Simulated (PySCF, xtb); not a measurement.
C₂H₉BN₂O, SMILES CN(C)B(N)O. Other conformers were not sampled.

Harmonic wavenumbers (cm⁻¹) from GFN2-xTB run with xtb at its own minimum, in rising order: 87, 97, 153, 218, 273, 289, 361, 408, 434, 440, 457, 532, 707, 830, 952, 1028, 1055, 1100, 1126, 1178, 1220, 1313, 1395, 1417, 1439, 1482, 1487, 1498, 1512, 1530, 2873, 2879, 2920, 2929, 3014, 3049, 3544, 3587, 3664.

**Question.** What does ωB97X-D3(BJ)/def2-SVP (PySCF 2.14.0) give at its own minimum? (An estimate is asked for; the answer gives what the named calculation found.)

**Answer.** 101, 112, 189, 225, 276, 318, 367, 414, 430, 472, 495, 649, 721, 898, 984, 1056, 1095, 1127, 1177, 1251, 1294, 1405, 1451, 1458, 1469, 1483, 1485, 1495, 1552, 1605, 3005, 3013, 3067, 3075, 3154, 3170, 3664, 3771, 3954. Paired by order, the mean absolute difference is 63 cm⁻¹ and the zero-point energies are 77.9 and 81.4 kcal/mol.
